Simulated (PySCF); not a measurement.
# Deuteron quadrupole couplings in `CC(C)c1ccccp1`

C₈H₁₁P.
Numbering: `[CH3:1][CH:2]([CH3:3])[c:4]1[cH:5][cH:6][cH:7][cH:8][p:9]1` (hydrogens: H10, H11, H12 on C1; H13 on C2; H14, H15, H16 on C3; H17 on C5; H18 on C6; H19 on C7; H20 on C8)

Geometry (GFN2-xTB, Å), atoms numbered from 1 in this order:
```xyz
20
C8H11P angstrom
C     -1.9472    1.3892    0.0750
C     -1.4148    0.0058   -0.2969
C     -1.9923   -1.0586    0.6365
C      0.0951   -0.0140   -0.2362
C      0.8179   -0.3240   -1.3716
C      2.2019   -0.3903   -1.4372
C      3.0138   -0.1400   -0.3450
C      2.5136    0.1965    0.8953
P      0.8396    0.3552    1.3039
H     -3.0318    1.4140   -0.0050
H     -1.6676    1.6326    1.0986
H     -1.5318    2.1466   -0.5868
H     -1.7267   -0.2251   -1.3225
H     -3.0782   -1.0745    0.5724
H     -1.6146   -2.0437    0.3689
H     -1.7068   -0.8466    1.6659
H      0.2632   -0.5334   -2.2796
H      2.6610   -0.6493   -2.3808
H      4.0870   -0.2114   -0.4693
H      3.2137    0.3818    1.7016
```

Level: PBE0/pcSseg-1 (PySCF, non-relativistic); Q(2H) = 0.00286 b; rigid geometry, the same for H and D, with no vibrational averaging.

Question: Rank these positions by the coupling χzz of a deuteron there, largest first.
A. H13 (methine hydrogen)
B. H18 (aromatic hydrogen)
C. H12 (methyl hydrogen)

Answer: B (218 kHz), C (211 kHz), A (196 kHz).

Q: What are Vzz, η and χzz (234.96 MHz × Q × Vzz) at all hydrogens?

A: 
| atom | bonded to | bond length (Å) | Vzz (au) | η | χzz (kHz) |
| --- | --- | --- | --- | --- | --- |
| H10 | C1 | 1.088 | 0.3158 | 0.02 | 212 |
| H11 | C1 | 1.089 | 0.3088 | 0.03 | 208 |
| H12 | C1 | 1.088 | 0.3135 | 0.02 | 211 |
| H13 | C2 | 1.097 | 0.2919 | 0.03 | 196 |
| H14 | C3 | 1.088 | 0.3155 | 0.02 | 212 |
| H15 | C3 | 1.088 | 0.3131 | 0.02 | 210 |
| H16 | C3 | 1.089 | 0.3083 | 0.03 | 207 |
| H17 | C5 | 1.084 | 0.3170 | 0.07 | 213 |
| H18 | C6 | 1.081 | 0.3242 | 0.06 | 218 |
| H19 | C7 | 1.083 | 0.3211 | 0.06 | 216 |
| H20 | C8 | 1.084 | 0.3223 | 0.06 | 217 |

Q: How does χzz go with the bond length over the 11 C–H bonds?

A: A straight-line fit has a slope of -13.7 kHz for each 0.01 Å, with a correlation coefficient of -0.96, over lengths from 1.081 to 1.097 Å. The longer bonds have the smaller couplings here.

Q: Give the 2H NMR doublet splittings at H11 for a magnetic field along the z, y and x axes of the gradient: 3χ/2, 3χ(1 + η)/4, 3χ(1 − η)/4.

A: With |χ| = 207.5 kHz and η = 0.031: 311, 161 and 151 kHz, to first order and without motion.

Isolated species at its GFN2-xTB geometry (one conformer only). GFN2-xTB bond lengths can be off by several hundredths of an ångström, more for odd bonds, and the gradients follow them. The small basis limits the accuracy of the gradients.
